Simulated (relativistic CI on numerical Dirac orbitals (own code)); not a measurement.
# V2+ in a cubic cluster: L2,3 absorption with charge transfer

Computed with a charge-transfer multiplet model of a cubic metal-ligand cluster with up to one ligand hole, Slater and spin-orbit integrals from Dirac-Coulomb-Breit ions, Slater integrals scaled by 0.7. The parameters are those of a tetrahedral site (10Dq negative, t2 hopping the larger). The ground state mixes d3 with configurations of k ligand holes L, whose averages lie at kΔ + k(k − 1)U_dd/2; a core hole lowers each added d electron by U_cd. 20 K, Lorentzian 0.4 eV and Gaussian 0.3 eV FWHM.

Atomic integrals in eV (Slater integrals scaled, ζ unscaled), ground: F2dd 6.242, F4dd 3.880, zeta_d 0.019; with the core hole: F2dd 6.869, F4dd 4.275, zeta_d 0.030, zeta_core 4.613, F2cd 3.776, G1cd 2.721, G3cd 1.543.

Cluster parameters (eV): U_dd = 6, U_cd = 7, 10Dq = -0.2, 10Dq(ligand) = 0, V(eg) = 1.15, V(t2g) = -1.95, final-state hopping factor = 1.

| Case | n_d | d3 | d4L | S |
| --- | --- | --- | --- | --- |
| Δ = 4.5 eV | 3.28 | 0.72 | 0.28 | 1.50 |
| Δ = 6.5 eV | 3.21 | 0.79 | 0.21 | 1.50 |
| Δ = 8.5 eV | 3.16 | 0.84 | 0.16 | 1.50 |

Weights, n_d and S are thermal averages at 20 K. Photon energies count from the first peak over 30 % of the highest in each spectrum, which can be another peak from case to case. The parameters are a model scan and need not match a compound or its usual spin state. Peaks in eV (height, largest 100):
- Δ = 4.5 eV: 0.0 (100), 3.9 (6), 5.0 (22), 7.1 (35), 7.8 (40)
- Δ = 6.5 eV: 0.0 (100), 5.3 (23), 7.7 (41)
- Δ = 8.5 eV: 0.0 (100), 5.2 (24), 7.0 (37), 7.7 (43)

Curve for Δ = 8.5 eV (points under 2 left out, the grid thinned):

```json
{"E (eV)": "-3.2", "Intensity": "2.1"}
{"E (eV)": "-2.9", "Intensity": "3.0"}
{"E (eV)": "-2.6", "Intensity": "3.9"}
{"E (eV)": "-2.2", "Intensity": "7.0"}
{"E (eV)": "-1.9", "Intensity": "12.1"}
{"E (eV)": "-1.6", "Intensity": "18.0"}
{"E (eV)": "-1.3", "Intensity": "18.8"}
{"E (eV)": "-0.9", "Intensity": "27.1"}
{"E (eV)": "-0.6", "Intensity": "44.6"}
{"E (eV)": "-0.3", "Intensity": "80.2"}
{"E (eV)": "0.0", "Intensity": "100.0"}
{"E (eV)": "0.4", "Intensity": "82.3"}
{"E (eV)": "0.7", "Intensity": "76.4"}
{"E (eV)": "1.0", "Intensity": "70.2"}
{"E (eV)": "1.3", "Intensity": "48.6"}
{"E (eV)": "1.6", "Intensity": "34.7"}
{"E (eV)": "2.0", "Intensity": "27.7"}
{"E (eV)": "2.3", "Intensity": "21.6"}
{"E (eV)": "2.6", "Intensity": "14.0"}
{"E (eV)": "2.9", "Intensity": "9.1"}
{"E (eV)": "3.3", "Intensity": "6.7"}
{"E (eV)": "3.6", "Intensity": "5.8"}
{"E (eV)": "3.9", "Intensity": "6.2"}
{"E (eV)": "4.2", "Intensity": "7.5"}
{"E (eV)": "4.5", "Intensity": "12.3"}
{"E (eV)": "4.9", "Intensity": "23.4"}
{"E (eV)": "5.2", "Intensity": "24.4"}
{"E (eV)": "5.5", "Intensity": "18.9"}
{"E (eV)": "5.8", "Intensity": "18.8"}
{"E (eV)": "6.2", "Intensity": "25.8"}
{"E (eV)": "6.5", "Intensity": "26.8"}
{"E (eV)": "6.8", "Intensity": "34.5"}
{"E (eV)": "7.1", "Intensity": "36.3"}
{"E (eV)": "7.4", "Intensity": "37.2"}
{"E (eV)": "7.8", "Intensity": "42.2"}
{"E (eV)": "8.1", "Intensity": "29.0"}
{"E (eV)": "8.4", "Intensity": "16.5"}
{"E (eV)": "8.7", "Intensity": "10.7"}
{"E (eV)": "9.1", "Intensity": "8.3"}
{"E (eV)": "9.4", "Intensity": "6.3"}
{"E (eV)": "9.7", "Intensity": "4.3"}
{"E (eV)": "10.0", "Intensity": "3.4"}
{"E (eV)": "10.4", "Intensity": "2.8"}
{"E (eV)": "10.7", "Intensity": "3.1"}
{"E (eV)": "11.0", "Intensity": "2.1"}
```

For the case Δ = 6.5 eV, Δ = 6.5 eV is larger than U_dd = 6 eV, the Mott-Hubbard side of the Zaanen-Sawatzky-Allen scheme. With the core hole the configuration with one ligand hole lies at Δ + U_dd − U_cd = 3.5, 5.5, 7.5 eV from the one without, in the order of the table; where this is negative the screened configuration lies lower, though the effective hopping of about 4.5 eV (from the holes of the mixed ground state) mixes the two strongly wherever it is as large as the gap.

With at most 1 ligand hole the space is cut while the next configuration still counts, so covalency is underestimated, and a final configuration with one more ligand hole, which can lie low, is missing from the spectra.
